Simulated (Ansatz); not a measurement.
The cluster Cs₃Cl₃, relaxed as a singlet with RKS PBE0-D4/def2-SVP in Ansatz, starting from the GFN1-xTB geometry. Force threshold 0.02 eV/Å.

In the def2 sets Cs takes a core potential; there is no spin–orbit coupling. Another isomer (singlet) lies 0.02 eV lower at PBE0-D4/def2-TZVP; other spin states weren't run for this one.

Start:

Cartesian coordinates in Å:
```
Cs 1.7234 1.1964 -2.2881
Cs -0.6451 -3.0043 0.3999
Cs -0.6013 1.1233 1.2089
Cl -2.1832 -1.2232 2.1477
Cl 0.1484 3.1848 -0.8199
Cl 1.5578 -1.2770 -0.6484
```

(1) Estimate the energy that the relaxation releases and the steps that it takes.

(2) Does the start keep its bonding?

(3) Predict the relaxed structure.

Answers

(1) 0.65 eV, in 8 steps; 23 s on 4 threads of Arm Neoverse V1 on a shared host. The force fell under the threshold at step 5, but the optimiser went on. No frequencies were taken in this run, so the end may be a saddle point.

(2) By distances, no bond broke or formed, bridged metal pairs apart. The bond that changes most is Cs3–Cl4, from 2.98 to 3.24 Å (atoms count from 1). Metal–metal contacts that move far: Cs1–Cs2 5.52 to 6.29 Å.

(3) 
```tsv
atom	x (Å)	y (Å)	z (Å)
Cs1	1.976	1.343	-2.609
Cs2	-0.624	-3.438	0.536
Cs3	-0.579	1.214	1.377
Cl4	-2.293	-1.417	2.189
Cl5	0.310	3.333	-0.915
Cl6	1.210	-1.035	-0.578
```
Bond lengths (bridged metal pairs left out): 7 × Cl–Cs 3.10 to 3.48 Å.
